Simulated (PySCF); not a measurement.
# MoH: frontier orbitals

B2PLYP at R = 1.716 Å; PySCF, scalar-relativistic core potentials, basis sets Mo def2-TZVPP with ECP28, H def2-TZVPP. State: ⁶Σ⁺ (sextet), unpaired electrons σ ↑, π ↑↑, δ ↑↑. Only the outer orbitals are listed, counted within each symmetry, core potentials removing the inner ones.

```csv
spin,orbital,occ.,ε (eV),on Mo (%),main shells (%)
α,3σ,1,-9.14,52,"48 H s, 40 Mo d, 8 Mo s"
α,2π,1,-7.40,100,99 Mo d
α,2π,1,-7.40,100,99 Mo d
α,1δ,1,-7.29,100,100 Mo d
α,1δ,1,-7.29,100,100 Mo d
α,4σ,1,-6.13,97,"68 Mo s, 29 Mo d"
α,5σ,0,-0.76,91,"66 Mo p, 16 Mo d, 9 H s"
α,3π,0,0.00,100,100 Mo p
α,3π,0,0.00,100,100 Mo p
β,2σ,1,-42.29,99,99 Mo p
β,1π,1,-41.83,100,100 Mo p
β,1π,1,-41.83,100,100 Mo p
β,3σ,1,-8.85,29,"71 H s, 15 Mo d, 10 Mo s"
β,4σ,0,-0.84,99,"78 Mo s, 20 Mo p"
```

Problem. Which are the highest filled and the lowest empty level, where do they sit, and how wide is the gap?

Solution. Highest filled α 4σ at -6.13 eV (in %: 68 Mo s, 29 Mo d); lowest empty β 4σ at -0.84 eV (in %: 78 Mo s, 20 Mo p); the gap at B2PLYP is 5.29 eV.

```
bond order (Mayer)                              : 0.93
⟨S²⟩                                            : 8.785
charge on Mo (Mulliken, basis-dependent)        : 0.24
charge on Mo (Löwdin, basis-dependent)          : 0.20
dipole moment (positive dipole means Mo(−)H(+)) : -2.90 D
```

Correlated steps freeze no core orbitals. Spin–orbit coupling is left out. B2PLYP dipoles, levels and charges come from its SCF part alone. The state is the lowest single determinant that the PBE0 search found; with open d or f shells the true ground state can be another one.
